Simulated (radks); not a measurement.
The numbers below are computed, except where a source is named.
Neutral niobium inside a hard spherical wall (all orbitals vanish at R), configuration held at [Kr] 4d4 5s1 and not refilled when levels cross. Code: a radial shooting solver on a logarithmic mesh with Libxc functionals. Model: scalar-relativistic Kohn-Sham, PBEsol, spin-polarised, spherical densities, finite nucleus; open shells are filled with parallel spins first (spin-orbit coupling, left out, can overturn this in heavy ions); Fermi nuclear charge, rms radius 4.324 fm. Eigenvalues in eV for spin up, with the zero of energy where the potential of the charges vanishes at infinity; a dash marks a level that is unbound or too diffuse for the functional's potential to be trusted. A positive occupied level is held by the wall or, in an anion where self-interaction has pushed it up, behind a barrier. The pressure on the wall is -dE/dV.

R (bohr)	E (hartree)	kinetic (hartree)	e(4s)	e(4p)	e(5s)	e(4d)	e(5p, empty)	e(6s, empty)	pressure (GPa)
free	-3817.56441	3930.266	-58.644	-34.915	-4.527	-3.720	-1.334	-	0
20	-3817.56441	3930.266	-58.644	-34.915	-4.527	-3.720	-1.334	-	< 0.0001
12	-3817.56433	3930.267	-58.634	-34.906	-4.520	-3.712	-1.283	0.969	0.00143
8	-3817.55832	3930.312	-58.323	-34.600	-4.250	-3.443	-0.618	5.198	0.238
7	-3817.54664	3930.381	-57.920	-34.206	-3.858	-3.096	0.105	8.462	0.913
6	-3817.51179	3930.558	-57.041	-33.356	-2.895	-2.335	1.674	14.478	3.76
5	-3817.40280	3931.027	-55.162	-31.559	-0.406	-0.638	5.342	26.561	17.4
3.5	-3816.52012	3934.288	-47.564	-24.349	15.085	7.473	25.610	81.012	278
2.5	-3812.41490	3948.945	-30.455	-6.682	68.056	30.109	86.760	218.09	3570
